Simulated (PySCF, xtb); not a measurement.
TeBrI, SMILES Br[Te]I.

Harmonic wavenumbers (cm⁻¹) from GFN2-xTB in xtb at its own minimum, in rising order: 73, 241, 258.

What does B3LYP-D3(BJ)/def2-SVP in PySCF 2.14.0 give at its own minimum? (The exact figures need the calculation; the answer reports its results.)

68, 198, 245. Paired by order, the mean absolute difference is 20 cm⁻¹ and the zero-point energies are 0.8 and 0.7 kcal/mol.
